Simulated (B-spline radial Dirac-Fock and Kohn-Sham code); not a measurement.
Electron momentum distribution of Kr³⁰⁺: Compton profiles

System: krypton as Kr³⁰⁺, [He] 2s2 2p2.

Level of theory: the impulse approximation on Dirac-Fock densities; a B-spline atomic structure program. pz is in atomic units of momentum; subshell profiles are per electron, for a selection of subshells; open shells are spread over both j values by their weights.

```csv
pz,J total,J 1s1/2,J 2s1/2,J 2p1/2,J 2p3/2
0,0.2866,0.0233,0.0796,0.0399,0.0407
0.4,0.2860,0.0233,0.0793,0.0399,0.0407
0.5,0.2856,0.0233,0.0791,0.0399,0.0407
0.6,0.2851,0.0233,0.0789,0.0399,0.0407
0.8,0.2840,0.0232,0.0783,0.0399,0.0407
1,0.2825,0.0232,0.0776,0.0399,0.0407
1.2,0.2807,0.0232,0.0767,0.0399,0.0407
1.4,0.2786,0.0232,0.0757,0.0399,0.0407
1.6,0.2762,0.0231,0.0746,0.0399,0.0407
1.8,0.2736,0.0231,0.0733,0.0399,0.0407
2,0.2706,0.0231,0.0719,0.0399,0.0406
2.5,0.2622,0.0229,0.0679,0.0398,0.0405
3,0.2525,0.0228,0.0634,0.0396,0.0403
4,0.2301,0.0224,0.0532,0.0389,0.0396
5,0.2055,0.0220,0.0427,0.0377,0.0383
7,0.1575,0.0208,0.0242,0.0335,0.0339
10,0.1022,0.0186,0.00813,0.0244,0.0243
15,0.05478,0.0144,0.00225,0.0109,0.0106
20,0.03321,0.0105,0.00210,0.00421,0.00396
30,0.01334,0.00491,0.00117,0.000637,0.000563
40,0.005581,0.00221,0.000470,0.000123,0.000102
60,0.001180,0.000498,8.46e-05,9.46e-06,6.87e-06
100,0.0001135,4.96e-05,6.91e-06,< 1e-6,< 1e-6
```

J(0) = 0.2866. The 2s1/2 subshell gives the largest part, 56 %.

Mean momentum ⟨p⟩ by subshell (a.u.): 1s1/2 31.6, 2s1/2 11.7, 2p1/2 15.6, 2p3/2 15.2.

Values without a named source are computed, but for edge energies of neutral atoms, which are taken from tables.
